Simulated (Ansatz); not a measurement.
`[NH2][InH][Cl]` + `[CH3]`• → `[NH2][In][Cl]`• + CH₄  (hydrogen abstraction from the In–H bond)

Gas-phase electronic energies from Ansatz, PBE0-D4/def2-TZVP geometries. CCSD(T)/CBS is the MP2 limit (def2-TZVPP, def2-QZVPP) plus CCSD(T) − MP2 in def2-TZVPP, frozen cores. This one scheme is used for every species. Functionals use def2-TZVPP. HSE06 is defined as in plane-wave codes. No spin–orbit coupling; open shells (•) take unrestricted orbitals. Elements past krypton have def2 core potentials. For In outer-core shells are correlated without core-valence functions, which leaves a few kJ/mol of doubt a bond. One conformer a species, not always the lowest.

CCSD(T)/CBS gives -158.9 kJ/mol.

Q: Another level gave -169.3 kJ/mol. Which?
A. BHLYP-D4/def2-TZVPP
B. CCSD/def2-TZVPP
C. HSE06-D4/def2-TZVPP
D. r2SCAN/def2-TZVPP

A: C. HSE06-D4 -169.3, BHLYP-D4 -158.1, CCSD/def2-TZVPP -153.7, r2SCAN -162.7 kJ/mol.

Largest T1 diagnostic among the species: 0.019.

From PBE to PBE0 (25 % exact exchange), in def2-TZVPP and without D4, ΔE moves by +14.5 kJ/mol. At CCSD(T), def2-SVP lies −4.5 kJ/mol from the extrapolated value and def2-TZVPP +0.6 kJ/mol. In def2-TZVPP, CCSD(T) changes the Hartree–Fock value by −32.3 kJ/mol (the triples alone add −4.6 kJ/mol) and MP2 by −37.6 kJ/mol.
